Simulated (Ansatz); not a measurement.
Species: C2H9BN2, net charge 0, singlet state. SMILES: CCB(N)N
Structure (B3LYP-D3(BJ)/def2-TZVP (Ansatz, a quantum-chemistry and plane-wave program) minimum search):
```
B
N 1 1.4164
H 2 1.0036 1 122.41
H 2 1.0053 3 113.44 1 -180.00
N 1 1.4197 2 120.38 3 180.00
H 5 1.0040 1 122.26 2 180.00
H 5 1.0052 6 113.37 1 180.00
C 1 1.5903 2 120.67 3 0.00
H 8 1.0966 1 108.27 2 123.44
H 8 1.0966 9 104.82 1 -115.40
C 8 1.5311 9 109.18 10 -116.87
H 11 1.0920 8 111.95 9 57.03
H 11 1.0932 12 107.14 8 -122.42
H 11 1.0932 12 107.14 13 -115.17
```
Charge 0, spin multiplicity 1.

Property: vertical triplet-singlet gap (E(triplet) - E(singlet); each state is the SCF solution reached for its spin; the UHF <S^2> is 2.14 for the triplet (pure: 2.00); for the triplet the Hartree-Fock reference is unstable and T1 is 0.034), in eV. Valence correlation only, unless marked. Open shells are spin-unrestricted. Spin-orbit coupling is left out. Non-relativistic. 

```
level                 program  vertical triplet-singlet gap (eV)
--------------------  -------  ---------------------------------
HF/aug-cc-pVTZ         Ansatz                               4.96
HF/aug-cc-pVQZ         Ansatz                               4.96
SVWN5/def2-TZVPD       Ansatz                               5.31
PBE0/def2-TZVPD        Ansatz                               5.50
CAM-B3LYP/def2-TZVPD   Ansatz                               5.76
wB97M-V/def2-TZVPD     Ansatz                               5.95
B2PLYP/def2-TZVPD      Ansatz                               5.69
CCSD/aug-cc-pVDZ       Ansatz                               5.64
CCSD(T)/aug-cc-pVDZ    Ansatz                               5.55
```
